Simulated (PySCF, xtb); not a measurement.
C4H6OSi, SMILES [SiH3]c1ccco1.

Harmonic wavenumbers (cm⁻¹) from GFN2-xTB run with xtb at its own minimum, in rising order: 47, 157, 181, 461, 526, 551, 586, 633, 766, 772, 784, 793, 823, 848, 860, 910, 1041, 1095, 1117, 1186, 1215, 1364, 1440, 1556, 2253, 2262, 2275, 3159, 3174, 3185.

Problem. What does PySCF with PBE-D3(BJ)/def2-SVP give at its own minimum? (The exact figures need the calculation; the answer reports its results.)

Solution. 93, 160, 188, 438, 577, 597, 627, 690, 732, 805, 866, 873, 879, 897, 905, 922, 994, 1067, 1136, 1170, 1197, 1370, 1458, 1553, 2164, 2166, 2184, 3182, 3193, 3212. Paired by order, the mean absolute difference is 39 cm⁻¹ and the zero-point energies are 51.5 and 51.9 kcal/mol.
